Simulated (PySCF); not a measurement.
AlClH5NO2Si, SMILES [OH][Al]([NH][SiH2]Cl)[OH].

Coordinates come from a PBE0-D3(BJ)/def2-SVP optimisation. The structure was generated by enumeration; whether it is a known compound was not checked. The values are those of a single conformer.

Two levels are set side by side: PBE/def2-TZVP (PySCF) and r2SCAN/def2-TZVP (PySCF). Same geometry, gas phase. Differences are taken from unrounded values.

```json
[
 {"quantity": "orbital gap (eV)", "r2SCAN": "6.12"},
 {"quantity": "highest occupied level (eV)", "r2SCAN": "-7.06"},
 {"quantity": "lowest empty level (eV)", "r2SCAN": "-0.94"},
 {"quantity": "dipole moment (D)", "r2SCAN": "1.49"},
 {"quantity": "mean polarisability (bohr³)", "r2SCAN": "71.6"}
]
```

Task: What does PBE give, and how far is it from r2SCAN? (Estimate from the structure and the level; the computed values follow.)

Result: 
| quantity | PBE | PBE minus r2SCAN |
|---|---|---|
| orbital gap (eV) | 5.34 | -0.79 |
| highest occupied level (eV) | -6.75 | 0.32 |
| lowest empty level (eV) | -1.41 | -0.47 |
| dipole moment (D) | 1.46 | -0.03 |
| mean polarisability (bohr³) | 74.8 | 3.2 |

Rough cost on one machine, each run with all the roots and properties that it gave: r2SCAN against PBE about 4 times.
